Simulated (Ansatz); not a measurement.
`[F][Ge]([Cl])([Cl])[Cl]` + H₂ → `[Cl][GeH]([Cl])[Cl]` + H–F at 500 K and 1 bar (hydrogenolysis of a Ge–F bond).

Gas-phase electronic energies from Ansatz, PBE0-D4/def2-TZVP geometries. CCSD(T)/CBS is the MP2 limit (def2-TZVPP, def2-QZVPP) plus CCSD(T) − MP2 in def2-TZVPP, frozen cores. This one scheme is used for every species. For Ge outer-core shells are correlated without core-valence functions, which leaves a few kJ/mol of doubt a bond. Scalar relativity is left out up to krypton.

| species | CCSD(T)/CBS energy (Eh) | H − E (kJ/mol) | S (J/(mol·K)) |
| --- | --- | --- | --- |
| `[F][Ge]([Cl])([Cl])[Cl]` | -3555.40119 | 57.7 | 399.5 |
| H₂ | -1.17544 | 41.0 | 145.5 |
| `[Cl][GeH]([Cl])[Cl]` | -3456.16971 | 67.7 | 374.5 |
| H–F | -100.39570 | 39.4 | 188.7 |

H − E and S are ideal-gas, rigid-rotor, harmonic terms from PBE0-D4/def2-TZVP. The MP2-based limit puts H₂ 0.8 mEh under its directly extrapolated value; such offsets cancel only in part. 1 Eh = 2625.50 kJ/mol, R = 8.31446 J/(mol·K).

By hand: ΔE, ΔH, ΔS and ΔG.

ΔE = (-3456.16971) + (-100.39570) − (-3555.40119) − (-1.17544) = 0.01122 Eh = 29.5 kJ/mol. Δ(H − E) = 67.7 + 39.4 − 57.7 − 41.0 = 8.4, so ΔH = 37.9 kJ/mol. ΔS = 374.5 + 188.7 − 399.5 − 145.5 = 18.2 J/(mol·K). ΔG = 37.9 − 500 × (18.2)/1000 = 28.8 kJ/mol.

By hand: the equilibrium constant, and the temperature at which ΔG would vanish if ΔH and ΔS stayed fixed.

log₁₀ K = −ΔG/(RT ln 10) = -3.0. ΔG = 0 at ΔH/ΔS = 2082 K, though so small a ΔS makes that figure unsure.

ΔH outweighs TΔS. A doubt of 5 kJ/mol in ΔE shifts log₁₀ K by 0.5 here. These are equilibria of isolated gas molecules and say nothing of rates. Largest T1 diagnostic: 0.010 (customary marks: 0.02 for closed shells, 0.045 for open ones).
